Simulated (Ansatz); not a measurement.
Geometry optimisation of Ag₂F⁺.

```yaml
crystal:
  periodic: [false, false, false]
  atoms:
    - {symbol: Ag, position_ang: [-0.278387, -2.046776, -0.324096]}
    - {symbol: Ag, position_ang: [0.277315, 2.046322, 0.327876]}
    - {symbol: F, position_ang: [0.001062, 0.000454, -0.003780]}
basis:
  gaussian: {orbitals: def2-TZVP}
total_charge: 1
magnetization: {spin_polarized: true, initial_magnetization: 4}
hamiltonian: {xc: r2scan, dispersion: d4}
scf: {lower_state_search: "off"}
output: {orbitals: {seedname: orbitals}}
relax: {f_tol: 0.02, max_steps: 100}
```

```sh
$ ansatz run in.yaml --threads 4 --pin off --events-out ev --progress --plain --max-ram 3916MiB
```

Shortened log:

```
Functional definition: r2SCAN
mean field -10705.09299337 eV, -393.4049113338 hartree, gradient 2.1e-6 eV, S^2 6.005198; 0 other end points of the search recorded, 0 dependent functions left out
relax step   1: F+E_penalty+E_count = -10705.10537579 eV  Δ(F+E_penalty+E_count) = +0.000e0 eV  max|allowed force component| = 4.553e-1 eV/Å  Δτ_max = 0.0000 Å  (226 SCF iters, accepted)
mean field -10705.18560336 eV, -393.4083146882 hartree, gradient 2.4e-6 eV, S^2 6.005327; 0 other end points of the search recorded, 0 dependent functions left out
relax step   2: F+E_penalty+E_count = -10705.19802775 eV  Δ(F+E_penalty+E_count) = -9.265e-2 eV  max|allowed force component| = 3.880e-1 eV/Å  Δτ_max = 0.1344 Å  (38 SCF iters, accepted)
mean field -10705.28541545 eV, -393.4119827146 hartree, gradient 2.6e-6 eV, S^2 6.005594; 0 other end points of the search recorded, 0 dependent functions left out
relax step   3: F+E_penalty+E_count = -10705.29798191 eV  Δ(F+E_penalty+E_count) = -9.995e-2 eV  max|allowed force component| = 2.271e-1 eV/Å  Δτ_max = 0.1954 Å  (34 SCF iters, accepted)
mean field -10705.34274095 eV, -393.4140893881 hartree, gradient 2.7e-6 eV, S^2 6.005897; 0 other end points of the search recorded, 0 dependent functions left out
relax step   4: F+E_penalty+E_count = -10705.35551497 eV  Δ(F+E_penalty+E_count) = -5.753e-2 eV  max|allowed force component| = 2.749e-1 eV/Å  Δτ_max = 0.1951 Å  (33 SCF iters, accepted)
mean field -10705.36072706 eV, -393.4147503654 hartree, gradient 3.4e-6 eV, S^2 6.005973; 0 other end points of the search recorded, 0 dependent functions left out
relax step   5: F+E_penalty+E_count = -10705.37352969 eV  Δ(F+E_penalty+E_count) = -1.801e-2 eV  max|allowed force component| = 1.586e-1 eV/Å  Δτ_max = 0.1027 Å  (28 SCF iters, accepted)
mean field -10705.36518334 eV, -393.4149141308 hartree, gradient 2.8e-6 eV, S^2 6.005832; 0 other end points of the search recorded, 0 dependent functions left out
relax step   6: F+E_penalty+E_count = -10705.37790700 eV  Δ(F+E_penalty+E_count) = -4.377e-3 eV  max|allowed force component| = 8.395e-3 eV/Å  Δτ_max = 0.0224 Å  (23 SCF iters, accepted)
Total energy: -10705.37793110 eV, -393.4153826022 hartree
Atom 0 at    -0.333503    -1.874919     0.004374 Å, force    -0.001700    -0.008395     0.000815 eV/Å
Atom 1 at     0.165829     1.802974     0.590208 Å, force     0.000510     0.007883     0.003407 eV/Å
Atom 2 at     0.167664     0.071945    -0.594582 Å, force     0.001191     0.000513    -0.004221 eV/Å
Dipole moment:    -0.007865    -0.003375     0.027891 e Å
Checks for a lower state left out: stability, starts, cluster_reference, orbital_swaps, neighbouring_geometries, increment
```

It took 25 s on 4 threads of Intel Xeon Platinum 8259CL on a shared host.

In the def2 sets Ag takes a core potential; there is no spin–orbit coupling. The relaxation made no stability test and no search for a lower SCF solution. At r2SCAN-D4/def2-TZVP a singlet of charge 1 lies 7.37 eV below the quintet, each at its own geometry. The structure comes from a short search, and lower isomers may exist.
